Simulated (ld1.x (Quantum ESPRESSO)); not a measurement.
Sn: one change to a TM potential, before and after

Sn (Z = 50), norm-conserving Troullier–Martins (Kleinman–Bylander form), made with ld1.x (Quantum ESPRESSO) 7.5 (PBE, scalar-relativistic). Core [Ar] 3d10, reference 4s2 4p6 4d10 5s1 5p3. Waves: 4s (bound): rc 0.75 bohr; 4p (bound): rc 1.35 bohr; 4d (bound): rc 1.10 bohr. Local part: the d channel. Core correction: none.

Occupied shells without a wave of their own: 5p, 5s. They enter only through the test configuration that unscreens the potential.

Change: wave 4d (bound): rc 1.10 bohr becomes 4d (bound): rc 1.56 bohr.

Cutoffs: the cutoffs (Ry, on a coarse ladder) from which the occupation-weighted sum of valence levels, in a spherical-Bessel basis at the reference potential, stays within 10 and 1 mRy of its value at 400 Ry; they do not see the model core or the augmentation charge, which bear on the density cutoff. Errors are all-electron minus pseudo energies relative to the spin-unpolarised reference configuration.

Question: Predict the effect on cutoff, ghosts and configuration errors.

Answer: Of the 7 tests that both files solve, the error grows in 1 and shrinks in 6 by more than 15 % and 0.3 meV (median size 67.3 → 80.0 meV); neither file shows a bound ghost.

```tsv
quantity	base	changed
cutoff, loose	260 Ry	260 Ry
cutoff, tight	over 300 Ry	over 300 Ry
loose cutoff by channel (10 mRy a level)	s 180 Ry, p 40 Ry, d 80 Ry	s 180 Ry, p 40 Ry, d 70 Ry
bound ghosts	none	none
largest miss of a reference level, eV	0.13	0.05
error for 4s2 4p6 4d10 5s2 5p2, meV [ΔE -6.98 eV]	+23	-5.8
error for 4s2 4p6 4d10 5s2 5p1, meV [ΔE -0.10 eV]	-144	-85
error for 4s2 4p6 4d10 5s2 5p0, meV [ΔE 13.85 eV]	-412	-215
error for 4s2 4p5 4d10 5s2 5p2, meV [ΔE 90.54 eV]	-67	-80
error for 4s2 4p6 4d10 5s0 5p4, meV [ΔE 7.21 eV]	-14	+9.5
error for 4s2 4p6 4d10 5s0 5p0, meV [ΔE 85.95 eV]	-1238	-619
error for 4s2 4p6 4d10 5s2 5p2.3, meV [ΔE -7.83 eV]	+55	+9.1
```

Base: The 5p, 5s levels have no wave, so the channel is fitted at the deeper level alone: the likely source of the large errors. Changed file: The 5p, 5s levels have no wave, so the channel is fitted at the deeper level alone: the likely source of the large errors.
